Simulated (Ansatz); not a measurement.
Consider the redistribution: `[NH2][Zr]([Cl])([Cl])[Cl]` + `FC([SiH3])S` → `[F][Zr]([Cl])([Cl])[Cl]` + `NC([SiH3])S`.

Computed with Ansatz on PBE0-D4/def2-TZVP structures; ΔE is electronic, products minus reactants. CBS: MP2 limit from def2 TZ/QZ plus the TZ coupled-cluster correction, frozen cores. Functionals use def2-TZVPP. B3LYP here is the variant with VWN-RPA as its local correlation; programs differ in this. def2 core potentials past Kr. For Zr outer-core shells are correlated without core-valence functions, which leaves a few kJ/mol of doubt a bond. Each species was taken in one conformer, which may not be the lowest.

(1) Is it downhill or uphill in electronic energy at CCSD(T)/CBS, and by how much? (Best estimate.)

(2) What do these levels give: r2SCAN-D4, r2SCAN, PBE0, B3LYP, MP2/CBS(def2), CCSD/CBS(def2)? (Best estimate.)

Largest T1 diagnostic among the species: 0.016.

Results:

(1) The calculation gave: Downhill: ΔE = -28.1 kcal/mol.

(2) The calculation gave: r2SCAN-D4 -27.8, r2SCAN -27.7, PBE0 -27.8, B3LYP -26.8, MP2/CBS(def2) -29.3, CCSD/CBS(def2) -28.0 kcal/mol.
